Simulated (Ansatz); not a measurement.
Relaxation of H₄O₃Sn (8 atoms, charge 0, multiplicity 1), to a largest force component of 0.02 eV/Å in at most 50 steps.

All numbers below come from Ansatz 0.2.0, RKS PBE/def2-SVPD.

```xyz
8
Properties=species:S:1:pos:R:3:forces:R:3
O -0.653 1.366 -1.402 -2.87 1.29 -0.65
Sn 0.007 0.245 0.022 0.63 1.48 1.86
O 1.855 -0.232 -0.401 1.71 -1.42 1.11
O -1.008 -1.389 0.138 -1.09 -1.52 0.00
H -1.631 1.593 -1.157 2.15 -0.37 -0.79
H -0.053 1.117 1.549 -0.01 -0.14 -0.19
H 2.180 -0.840 0.352 -0.38 1.11 -1.50
H -0.606 -1.919 0.843 -0.15 -0.43 0.16
```

**Question.** Where does it end, and by what steps?

**Answer.** The forces met the threshold. The force dipped under the threshold on the way, but the program's further checks kept it going. After 49 steps the energy has fallen by 0.586 eV; H7 moved furthest, 1.22 Å.

| step | energy less start (eV) | largest force component (eV/Å) | accepted |
| --- | --- | --- | --- |
| 0 | 0.0000 | 2.873 | yes |
| 2 | -0.4125 | 0.260 | yes |
| 4 | -0.4196 | 0.082 | yes |
| 6 | -0.4041 | 1.575 | no |
| 8 | -0.4375 | 0.407 | yes |
| 10 | -0.4543 | 0.057 | yes |
| 12 | -0.3406 | 1.377 | no |
| 14 | -0.4525 | 0.963 | no |
| 16 | -0.4848 | 0.174 | yes |
| 18 | -0.5047 | 0.445 | yes |
| 20 | -0.5216 | 0.232 | yes |
| 22 | -0.5355 | 0.243 | yes |
| 24 | -0.5481 | 0.123 | yes |
| 26 | -0.5629 | 0.051 | yes |
| 28 | -0.5703 | 0.133 | yes |
| 30 | -0.5625 | 0.578 | no |
| 32 | -0.5713 | 0.413 | no |
| 34 | -0.5755 | 0.137 | yes |
| 36 | -0.5784 | 0.035 | yes |
| 38 | -0.5751 | 0.492 | no |
| 40 | -0.5797 | 0.303 | yes |
| 42 | -0.5849 | 0.022 | yes |
| 44 | -0.5854 | 0.006 | yes |
| 46 | -0.5855 | 0.018 | yes |
| 48 | -0.5856 | 0.023 | yes |
| 49 | -0.5856 | 0.000 | yes |

```xyz
8
Properties=species:S:1:pos:R:3
O -0.461 1.469 -1.072
Sn -0.004 0.305 0.507
O 1.822 -0.479 0.174
O -1.319 -1.221 0.539
H -1.108 1.019 -1.647
H -0.045 1.194 1.968
H 2.099 -0.306 -0.745
H -0.893 -2.039 0.221
```

Time of the run: 2 min on 2 threads of Arm Neoverse V1 (shared host), peak memory 0.16 GiB.
